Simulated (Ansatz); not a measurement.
Reaction (redistribution): `B[SiH2]N[SiH2]F` + `CO[SiH](O)F` → `CO[SiH2]N[SiH2]F` + `B[SiH](O)F`

Isolated molecules relaxed with PBE0-D4/def2-TZVP in Ansatz; ΔE leaves out vibrations. CCSD(T)/CBS is the MP2 limit (def2-TZVPP, def2-QZVPP) plus CCSD(T) − MP2 in def2-TZVPP, frozen cores. Functionals use def2-TZVPP. B3LYP here is the variant with VWN-RPA as its local correlation; programs differ in this. One conformer a species, not always the lowest.

(1) Is it downhill or uphill in electronic energy at CCSD(T)/CBS, and by how much? (An estimate is asked.)

(2) What do these levels give: r2SCAN-D4, PBE0-D4, B3LYP-D4, ωB97X-V, PBE0, B3LYP, MP2/def2-TZVPP, SCS-MP2/def2-TZVPP, CCSD/def2-TZVPP, HF/def2-QZVPP, SCS-MP2/def2-QZVPP, MP2/CBS(def2)? (An estimate is asked.)

Largest T1 diagnostic among the species: 0.012.

Results:

(1) Computed: Uphill: ΔE = +4.1 kcal/mol.

(2) Ansatz gave: r2SCAN-D4 5.9, PBE0-D4 5.2, B3LYP-D4 3.8, ωB97X-V 4.4, PBE0 4.5, B3LYP 2.3, MP2/def2-TZVPP 4.3, SCS-MP2/def2-TZVPP 3.1, CCSD/def2-TZVPP 3.6, HF/def2-QZVPP -0.5, SCS-MP2/def2-QZVPP 2.9, MP2/CBS(def2) 4.1 kcal/mol.

The D4 term adds +1.5 kcal/mol with B3LYP and +0.7 kcal/mol with PBE0; it sums over pairs of atoms, weighted by their polarisabilities, and B3LYP, whose exchange is more repulsive, gets the larger term. In def2-TZVPP, CCSD(T) changes the Hartree–Fock value by +4.7 kcal/mol (the triples alone add +0.7 kcal/mol) and MP2 by +4.7 kcal/mol.
